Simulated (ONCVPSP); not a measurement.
tin: one change to an ONCV potential, before and after

```json
{"Element": "Sn (Z = 50)", "Generator": "ONCVPSP 4.0.1", "Type": "optimised norm-conserving Vanderbilt (ONCV)", "Functional": "LDA (Perdew-Wang 92)", "Relativity": "scalar-relativistic", "Frozen core": "[Kr]", "Valence charge": "14", "Reference configuration": "4d10 5s2 5p1.5 (charge +0.5)", "Partial waves": "5s: rc 1.60 bohr, ncon 3, nbas 6, qcut 4.8 1/bohr, 2 projectors, debl 0.6 Ha; 5p: rc 2.30 bohr, ncon 4, nbas 9, qcut 3.9 1/bohr, 1 projector; 4d: rc 1.10 bohr, ncon 4, nbas 9, qcut 7.6 1/bohr, 2 projectors, debl 1.5 Ha; f scattering state at 0.02 Ha: rc 1.85 bohr, ncon 4, nbas 7, qcut 6.8 1/bohr, 2 projectors, debl 2.8 Ha", "Local potential": "polynomial inside 1.10 bohr (lpopt 5, dvloc0 -1 Ha)", "Core correction": "Teter function, fcfact 4.5, rcfact 1.7"}
```

All-electron outer shells of the reference configuration (LDA (PZ), scalar-relativistic, ld1.x):

```csv
shell,level (eV),outermost node (bohr),outermost maximum (bohr)
4s,-137.47,0.40,0.74
4p,-93.37,0.41,0.79
4d,-29.70,0.39,0.88
5s,-14.33,0.98,1.99
5p,-7.05,1.09,2.46
```

Change: d: rc 0.8; local potential polynomial inside 0.80 bohr (lpopt 5, dvloc0 -1 Ha).

Cutoffs: the cutoffs (Ha) at which the residual kinetic energy of the hardest occupied pseudo-wave falls to 1 and 0.1 mHa per electron; they do not see the model core or the augmentation charge, which bear on the density cutoff. Errors are all-electron minus pseudo energies relative to the spin-unpolarised reference configuration.

Problem. How do hardness, ghosts and transferability respond?

Solution. The potential gets harder (203 Ha and 256 Ha → 421 Ha and 494 Ha); the bound ghosts move from d, p, s to p, s; the errors of the 4 common tests hardly move; the range in which the s phases agree narrows (upper end at the end of the scan → 3.3); the range in which the f phases agree narrows (upper end at the end of the scan → 3.4). A smaller radius makes the pseudo-wave follow the all-electron one further in, where it bends more sharply, so more plane waves are needed.

| quantity | base | changed |
| --- | --- | --- |
| cutoff, loose | 203 Ha | 421 Ha |
| cutoff, tight | 256 Ha | 494 Ha |
| loose cutoff by channel | s 12 Ha, p 5.4 Ha, d 203 Ha | s 12 Ha, p 5.4 Ha, d 421 Ha |
| bound ghosts | s, p, d | s, p |
| GHOST(+) flags under 300 eV | s at 238.7 eV | s at 92.6 eV |
| error for 4d10 5s2 5p2, meV [ΔE -2.71 eV] | +0.7 | +0.9 |
| error for 4d10 5s2 5p1, meV [ΔE 4.38 eV] | -1.1 | -1.0 |
| error for 4d10 5s2 5p0, meV [ΔE 18.64 eV] | -8.2 | -9.3 |
| error for 4d9 5s2 5p3, meV [ΔE 21.65 eV] | -235 | -270 |
| s: phases at 1.63 bohr within 0.05 rad from the reference energy up to (Ha; the scan ends near 5) | to the end of the scan | 3.3 |
| p: phases at 2.33 bohr within 0.05 rad from the reference energy up to (Ha; the scan ends near 5) | 1.7 | 1.0 |
| f: phases at 1.88 bohr within 0.05 rad from the reference energy up to (Ha; the scan ends near 5) | to the end of the scan | 3.4 |
| rms error of d²Exc/dni dnj with the model core, mHa | 0.80 | 0.88 |

 A true bound ghost makes a file unfit for plane-wave use even where its test errors are small: the radial tests pick states by their node count and pass the ghost by.
